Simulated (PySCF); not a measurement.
Start geometry of `C#[N+][AlH2-][C]#CC#N` from a GFN2-xTB structure with every atom displaced at random (by about 0.01 Å) (Å):
```
atom  x, y, z in Å
C1    -1.500    2.539   -0.247
N2    -1.081    1.530   -0.052
Al3   -1.245   -0.415    0.392
C4     0.702   -0.950    0.439
C5     1.819   -1.365    0.478
C6     3.111   -1.784    0.534
N7     4.217   -2.149    0.577
H8    -1.902    3.534   -0.446
H9    -2.092   -0.773   -0.824
H10   -1.979   -0.188    1.757
```

**Question.** What comes out of this run: PySCF 2.14.0, PBE0-D3(BJ)/def2-SVP geometry optimisation, gas phase?

**Answer.** 
```
atom  x, y, z in Å
C1    -1.1243    2.5335   -0.2354
N2    -1.2542    1.4215    0.0141
Al3   -1.4551   -0.5707    0.4603
C4     0.4588   -0.9856    0.4546
C5     1.6599   -1.2366    0.4471
C6     3.0071   -1.5093    0.4365
N7     4.1495   -1.7313    0.4252
H8    -0.9974    3.5823   -0.4709
H9    -2.2634   -1.0588   -0.8183
H10   -2.1316   -0.4654    1.8947
```

The energy falls by 37.1 kJ/mol over 9 energy and gradient evaluations, the largest force component goes from 0.1150 to 2.7e-04 Eh/bohr, and the atoms move by 0.412 Å rms after alignment. The bond that changes most is Al3–H9 (ends: aluminium bonded to C, N and 2 H; Al–H hydrogen), which lengthens by 0.065 Å. Bonds longer at the end by more than 0.005 Å: 6 of 9; shorter: 2. Among the angles that change most is C1–N2–Al3, from 153.1° to 179.1°. Rotational constants go from 6578, 753.3, 682.3 to 4634, 848.4, 725.1 MHz. The orientation of the end geometry is arbitrary; only internal coordinates are fixed.

The run used 117 basis functions and 69 SCF cycles in all. Hardware: one thread, Arm Neoverse V1 (aarch64) (shared host). Cost: 47 s, 0.46 GiB resident at most.

PBE0-D3(BJ)/def2-SVP frequencies: not computed here.
